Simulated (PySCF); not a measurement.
Harmonic spectrum computed at PBE0 in the def2-TZVP basis family (core potentials from Rb on, PySCF, no spin–orbit coupling):

```tsv
ω (cm⁻¹)	IR (km/mol, summed over degenerate members)	degeneracy
183	83.5	2
703	34.0	1
972	68.9	1
```

Q: Which molecule gave it? In each, all ligands are bound to the one heavy central atom.
A. AlOF (singlet)
B. SbOF (singlet)
C. InOF (singlet)
D. AsOF (singlet)
E. GaOF (singlet)

A: E. It has C∞v symmetry with Ga–F 1.711 Å, Ga–O 1.642 Å.
